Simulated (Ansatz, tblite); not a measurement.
Removing and adding an electron: Ge(CF3)Me3 (C₄H₉F₃Ge). Charge 0, multiplicity 1. Geometry: PBE0-D4/def2-SVP. Ansatz, gas phase; energy differences of separate SCF runs; the oxidised species was run as a doublet alone; the reduced species was run as a doublet alone.

```xyz
17

Ge    0.1073   -0.0379    0.0196
C    -1.7511    0.6168   -0.3196
F    -2.6230   -0.3963   -0.4701
F    -1.8265    1.3642   -1.4355
F    -2.2096    1.3780    0.6903
C     1.2222    1.5476    0.1985
H     2.2682    1.2639    0.3872
H     0.8738    2.1697    1.0358
H     1.1851    2.1490   -0.7214
C     0.5973   -1.1193   -1.5228
H     1.6156   -1.5186   -1.4057
H     0.5634   -0.5160   -2.4416
H    -0.0972   -1.9646   -1.6354
C     0.0301   -1.0798    1.6618
H    -0.6611   -1.9274    1.5471
H    -0.3200   -0.4554    2.4967
H     1.0254   -1.4740    1.9153
```

The xTB rows come from tblite.

(1) Estimate orbital energies and vertical ionisation energies and electron affinities at: GFN1-xTB; GFN2-xTB; PBE-D4/def2-SVP; PBE0-D4/def2-SVP; PBE0-D4/def2-TZVP.

Answers

(1) 
| level | −HOMO (eV) | vertical IE (eV) | −LUMO (eV) | vertical EA (eV) | HOMO–LUMO gap (eV) | IE − EA (eV) | remarks |
| --- | --- | --- | --- | --- | --- | --- | --- |
| GFN1-xTB | 12.25 | 14.85 | 4.72 | 2.19 | 7.53 | 12.66 | – |
| GFN2-xTB | 11.59 | 14.29 | 2.63 | -0.15 | 8.96 | 14.44 | – |
| PBE-D4/def2-SVP | 6.82 | – | -0.55 | -2.44 | 7.36 | – | HOMO above zero (-1 doublet) |
| PBE0-D4/def2-SVP | 8.41 | – | -1.33 | -2.67 | 9.75 | – | HOMO above zero (-1 doublet) |
| PBE0-D4/def2-TZVP | 8.54 | 10.51 | -0.72 | – | 9.26 | – | – |

Run but left out: PBE-D4/def2-TZVP (charge +1 doublet: an occupied level 0.02 eV above an empty one).   A HOMO above zero means that the electron is unbound at that level or that self-interaction error raises the level; the energy of removing that electron tells which. Raw xTB energy differences between charge states are shifted by several eV; the methods need an empirical correction for them. Sets without diffuse functions give affinities that are too small. A negative affinity means that the extra electron isn't bound; its size then hangs on the basis.
